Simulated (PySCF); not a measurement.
**TDDFT excited states: C2H7BO3**

Compound: C2H7BO3.
Geometry (PBE0-D3(BJ)/def2-SVP, Å), atoms numbered from 1 in this order:
```
atom  x, y, z in Å
C1     1.9252   -0.8584   -0.2994
O2     0.5594   -0.5762   -0.1489
B3     0.0480    0.6549   -0.4104
O4     0.8502    1.6794   -0.8216
O5    -1.2875    0.8789   -0.2535
C6    -2.1436   -0.1495    0.1679
H7     2.0945   -1.4463   -1.2169
H8     2.5315    0.0585   -0.3567
H9     2.2648   -1.4596    0.5582
H10    0.3364    2.4834   -0.9446
H11   -2.1480   -0.9928   -0.5425
H12   -1.8530   -0.5438    1.1557
H13   -3.1627    0.2577    0.2369
```

Level of theory: TDDFT CAM-B3LYP/def2-SVPD, vertical, gas phase, core orbitals frozen in the response (PySCF).

| state | E (eV) | ν̃ (cm⁻¹) | f | \|μ\| (D) | main configurations (H = HOMO, L = LUMO) |
| --- | --- | --- | --- | --- | --- |
| S1 | 7.53 | 60720 | 0.0008 | 0.17 | H→L (86%) |
| S2 | 7.86 | 63430 | 0.014 | 0.69 | H-1→L (82%) |
| S3 | 8.52 | 68710 | 0.0031 | 0.31 | H-2→L (83%) |
| S4 | 8.61 | 69480 | 0.026 | 0.89 | H→L+1 (58%), H-1→L+1 (20%), H→L+2 (10%) |
| S5 | 8.69 | 70120 | 0.0042 | 0.36 | H-3→L (78%) |
| S6 | 8.78 | 70790 | 0.0006 | 0.14 | H→L+2 (39%), H→L+1 (22%), H-1→L+2 (19%) |
| S7 | 9.10 | 73380 | 0.030 | 0.93 | H-1→L+1 (28%), H-1→L+4 (14%), H→L+2 (12%) |
| S8 | 9.12 | 73520 | 0.105 | 1.74 | H→L+3 (74%) |
| S9 | 9.25 | 74570 | 0.0049 | 0.37 | H→L+4 (49%), H-1→L+2 (23%), H→L+2 (13%) |
| S10 | 9.43 | 76030 | 0.024 | 0.82 | H-2→L+1 (49%), H-5→L (23%), H-3→L+1 (13%) |

Triplets, Tamm–Dancoff:

```csv
state,E (eV),λ (nm),"main configurations (H = HOMO, L = LUMO)"
T1,7.40,167.6,H→L (80%)
T2,7.68,161.4,H-1→L (74%)
T3,8.35,148.4,"H-2→L (65%), H→L+3 (8%)"
T4,8.37,148.2,"H→L+3 (43%), H→L+10 (16%), H-2→L (11%)"
```

The lowest singlet lies at 7.53 eV (165 nm, vacuum ultraviolet) and is very weak; its leading configuration is HOMO→LUMO (86%). The strongest level in the table is S8 at 9.12 eV (136 nm, f = 0.105). Löwdin shares by element: HOMO oxygen 63% or more, carbon 16% (atoms not listed hold the other 21%); LUMO boron 51%, oxygen 19% or more, hydrogen 8% or more (atoms not listed hold the other 22%). Of the 10 states listed, 5 reach f = 0.01 and none stays under 0.0005. The listed states span 1.90 eV, and the widest gap between neighbours is 0.65 eV (S2 to S3). The oscillator strengths of these states sum to 0.213; summed over the whole spectrum of an exact calculation they would give the number of electrons, 48 (Thomas–Reiche–Kuhn). All these states lie below the vertical ionisation energy of 10.63 eV (ΔSCF). Only the lowest 10 singlets were computed, as vertical energies without vibronic structure.

On one thread of an Arm Neoverse N1, on a shared host, this took 3.8 min of wall time and 0.99 GiB of memory at its peak.

One conformer stands for the species.

Without π bonds the low states are Rydberg-like; a valence basis with one diffuse set may place them up to an eV too high.
